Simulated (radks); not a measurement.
Question: The oxygen ion O2+, configuration [He] 2s2 2p2. All-electron calculation, scalar-relativistic Kohn-Sham, PBE, spin-unpolarised, spherical densities, point nucleus; hard spherical wall at 3.5 bohr. Program: a radial shooting solver on a logarithmic mesh with Libxc functionals. Some entries of the table are withheld. Estimate them.

orbital,occ.,eigenvalue (Ry),<r> (bohr)
1s,2,(1),0.1993
2s,2,-4.27024,1.025
2p,2,-3.15630,0.9911
3s,0,-0.29382,2.035
3p,0,(2),1.983
3d,0,0.11292,1.964

Answer: 
(1) 1s eigenvalue (Ry): -40.96459
(2) 3p eigenvalue (Ry): 0.05010
